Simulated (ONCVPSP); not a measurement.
cobalt: one change to an ONCV potential, before and after

ONCVPSP 4.0.1 input, shortened (lines: element, Z, core and valence counts, functional; n l f; lmax; l rc ep ncon nbas qcut; lloc lpopt rc5 dvloc0; l nproj debl; icmod fcfact rcfact), PBE, fully relativistic:

```
  Co 27.00    5    2        4      upf
    1    0    2.00
    2    0    2.00
    2    1    6.00
    3    0    2.00
    3    1    6.00
    3    2    7.00
    4    0    2.00
    2
    0    2.40    0.00    3    7    2.70
    1    2.55    0.20    4    8    3.40
    2    1.00    0.00    4    8   13.70
    4    1    0.90   -1.00
    0    1    1.10
    1    2    1.30
    2    3    1.60
    3    2.75    1.60
```

Open shells are filled in proportion to 2j + 1.

In the p channel the program set the typed energies aside and used 0.050, 1.350 Ha (j = l + 1/2; the other j can differ).

All-electron outer shells of the reference configuration (PBE, scalar-relativistic, ld1.x):

| shell | level (eV) | outermost node (bohr) | outermost maximum (bohr) |
| --- | --- | --- | --- |
| 3p | -65.64 | 0.28 | 0.68 |
| 3d | -8.20 | – | 0.66 |
| 4s | -5.47 | 0.96 | 2.32 |

Change: d: rc 0.78; local potential polynomial inside 0.78 bohr (lpopt 1, dvloc0 -1 Ha).

Cutoffs: the cutoffs (Ha) at which the residual kinetic energy of the hardest occupied pseudo-wave falls to 1 and 0.1 mHa per electron; they do not see the model core or the augmentation charge, which bear on the density cutoff. Errors are all-electron minus pseudo energies relative to the spin-unpolarised reference configuration.

Q: How do hardness, ghosts and transferability respond?

A: The potential gets harder (81 Ha and 93 Ha → 221 Ha and 381 Ha); both files keep a bound ghost (s); the lowest positive-energy flag moves from p3/2 at 51.6 eV to p3/2 at 24.2 eV; the errors of the 4 common tests hardly move; the range in which the p3/2 phases agree widens (upper end 1.8 → at the end of the scan). A smaller radius makes the pseudo-wave follow the all-electron one further in, where it bends more sharply, so more plane waves are needed.

| quantity | base | changed |
| --- | --- | --- |
| cutoff, loose | 81 Ha | 221 Ha |
| cutoff, tight | 93 Ha | 381 Ha |
| loose cutoff by channel | s 3.8 Ha, d 81 Ha | s 3.8 Ha, d 221 Ha |
| bound ghosts | s | s |
| GHOST(+) flags under 300 eV | p3/2 at 51.6 eV, p1/2 at 53.9 eV | p3/2 at 24.2 eV, p1/2 at 26.7 eV, d5/2 at 136.6 eV, d3/2 at 138.2 eV |
| error for 3d7 4s1, meV [ΔE 9.03 eV] | -16 | -16 |
| error for 3d7 4s0, meV [ΔE 25.82 eV] | -156 | -158 |
| error for 3d6 4s0, meV [ΔE 61.69 eV] | -460 | -460 |
| error for 3d7 4s1 4p1, meV [ΔE 4.35 eV] | -6.1 | -6.1 |
| s: phases at 2.43 bohr within 0.05 rad from the reference energy up to (Ha; the scan ends near 5) | 1.1 | 0.9 |
| p3/2: phases at 2.60 bohr within 0.05 rad from the reference energy up to (Ha; the scan ends near 5) | 1.8 | to the end of the scan |
| p1/2: phases at 2.60 bohr within 0.05 rad from the reference energy up to (Ha; the scan ends near 5) | 1.9 | 1.0 |
| rms error of d²Exc/dni dnj with the model core, mHa | 7.46 | 7.52 |

 A true bound ghost makes a file unfit for plane-wave use even where its test errors are small: the radial tests pick states by their node count and pass the ghost by.
